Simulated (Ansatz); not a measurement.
Reaction (formal hydrolysis of the Si–Si bond): `B[SiH](N)[SiH2]F` + H₂O → `O[SiH2]F` + `B[SiH2]N`

Computed with Ansatz on PBE0-D4/def2-TZVP structures; ΔE is electronic, products minus reactants. CBS: MP2 limit from def2 TZ/QZ plus the TZ coupled-cluster correction, frozen cores. This one scheme is used for every species. Each species was taken in one conformer, which may not be the lowest.

```json
{"species": "`B[SiH](N)[SiH2]F`", "CCSD(T)/CBS(def2) energy (Eh)": "-761.70514"}
{"species": "H₂O", "CCSD(T)/CBS(def2) energy (Eh)": "-76.37941"}
{"species": "`O[SiH2]F`", "CCSD(T)/CBS(def2) energy (Eh)": "-465.96250"}
{"species": "`B[SiH2]N`", "CCSD(T)/CBS(def2) energy (Eh)": "-372.16627"}
```

(1) Work out ΔE.

Largest T1 diagnostic among the species: 0.013.

Results:

(1) ΔE = (-465.96250) + (-372.16627) − (-761.70514) − (-76.37941) = -0.04422 Eh = -27.7 kcal/mol.

The D4 term adds +2.1 kcal/mol with B3LYP and +1.2 kcal/mol with PBE0; it sums over pairs of atoms, weighted by their polarisabilities, and B3LYP, whose exchange is more repulsive, gets the larger term. From PBE to PBE0 (25 % exact exchange), in def2-TZVPP and without D4, ΔE moves by −2.0 kcal/mol.

B3LYP here is the variant with VWN-RPA as its local correlation; programs differ in this.
